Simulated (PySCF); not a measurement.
Electron correlation in Sr (strontium, neutral)

[Kr] 5s1 6s1, high-spin 3S determinant (an excited configuration). Computed with PySCF 2.14 in aug-cc-pwCVTZ-X2C, with the spin-free X2C one-electron Hamiltonian (Gaussian nucleus). Frozen: [Kr]; 2 electrons correlated.

With two correlated electrons CCSD is exact within the correlated space (frozen core and kept virtual orbitals).

```json
{"level": "CCSD", "correlation energy (mhartree)": "-4.49"}
```

Diagnostics: T1 = 0.024, D1 = 0.0476, largest double amplitude 0.068.

Question: Is a single reference adequate?

Answer: Yes, within this model without spin-orbit coupling: T1 lies below 0.03 and no double amplitude reaches 0.07.
